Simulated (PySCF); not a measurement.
## Converging BiCl⁺ in the basis (MP2)

PySCF, UHF reference; doublet, unpaired electrons π ↑; De to Bi⁺ + Cl without counterpoise correction. Frozen cores follow the default of each basis and core potential.

| basis | relativity | functions | Re (Å) | ωe (cm⁻¹) | De (eV) | frozen orbitals |
| --- | --- | --- | --- | --- | --- | --- |
| def2-SVP | scalar-relativistic core potentials | 44 | 2.372 | 408 | n/a | 9 |
| cc-pVDZ-PP/cc-pV(D+d)Z | scalar-relativistic core potentials | 46 | 2.365 | 402 | n/a | 9 |
| def2-SVPD | scalar-relativistic core potentials | 59 | 2.387 | 397 | n/a | 9 |

Q: How does each smaller set differ from the one with most functions, def2-SVPD?

A: def2-SVP: -1.5 pm, +2.8 % in ωe; cc-pVDZ-PP/cc-pV(D+d)Z: -2.2 pm, +1.3 % in ωe. All at MP2; the set with most functions is neither the basis-set limit nor always the best.

Correlated steps freeze 9 core orbitals. These are scalar-relativistic numbers at best; spin–orbit coupling would shift them, the dissociation energy most. The state is the lowest determinant that a PBE0 search found; another state may lie lower at other levels.
